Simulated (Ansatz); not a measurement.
Conformers of C3H7B (SMILES BCC=C), B3LYP-D3(BJ)/def2-TZVP minima from an xTB search, which can miss the lowest.
Conformer 1 (charge 0, multiplicity 1, Z-matrix in Å and degrees):
```
C
C 1 1.3372
H 2 1.0821 1 121.39
H 2 1.0831 3 117.09 1 178.28
H 1 1.0844 2 118.85 3 -3.38
C 1 1.5070 5 116.72 2 171.82
H 6 1.0871 1 111.22 5 20.86
H 6 1.0877 7 111.04 1 -126.13
B 6 1.5651 7 117.07 8 -135.58
H 9 1.1908 6 119.69 7 149.90
H 9 1.1914 10 119.79 6 -176.27
```
Conformer 2 (charge 0, multiplicity 1, Z-matrix in Å and degrees):
```
C
H 1 1.0935
H 1 1.1112 2 104.40
C 1 1.4961 2 111.67 3 -117.94
C 4 1.3271 1 125.13 2 -6.67
H 5 1.0822 4 121.58 1 -178.32
H 5 1.0845 6 116.86 4 -179.85
H 4 1.0869 5 119.04 6 -0.21
B 1 1.5550 2 113.06 3 107.21
H 9 1.1929 1 120.08 2 -29.45
H 9 1.1934 10 118.94 1 175.86
```

Frozen-core correlation. MP2 and its Hartree–Fock in cc-pVQZ are density fitted.

Programs: Ansatz (Gaussian basis) for Hartree–Fock, density functionals and correlated methods. Each number belongs to the level named beside it.

The energy of conformer 2 above conformer 1 is E(conformer 2) − E(conformer 1). Total energies (hartree):

| level | conformer 2 | conformer 1 |
|---|---|---|
| HF/cc-pVTZ | -142.3690497 | -142.3651726 |
| MP2/cc-pVTZ | -142.9704453 | -142.9747236 |
| HF/cc-pVQZ | -142.3782209 | -142.3741638 |
| MP2/cc-pVQZ | -143.0168627 | -143.0208703 |
| CCSD(T)/cc-pVTZ | -143.0419212 | -143.0444042 |

Work out the energy of conformer 2 above conformer 1 at the basis-set limit: extrapolate the MP2 correlation part as X⁻³, take Hartree–Fock from the larger set, and add the CCSD(T) − MP2 difference of cc-pVTZ.


1. Differences (1 hartree = 627.509 kcal/mol): HF/cc-pVTZ -2.433; MP2/cc-pVTZ 2.685; HF/cc-pVQZ -2.546; MP2/cc-pVQZ 2.515; CCSD(T)/cc-pVTZ 1.558.
2. Correlation parts, MP2 less HF: 5.118 in cc-pVTZ (X = 3), 5.061 in cc-pVQZ (X = 4).
3. Limit (4³·(5.061) − 3³·(5.118))/(4³ − 3³) = 5.019; with HF/cc-pVQZ it gives 2.473.
4. CCSD(T) less MP2 in cc-pVTZ: -1.127.
Result: 1.35 kcal/mol, against 2.68 at MP2/cc-pVTZ. It is an estimate of this method's limit, not of the exact value.

Ansatz is an electronic-structure program.
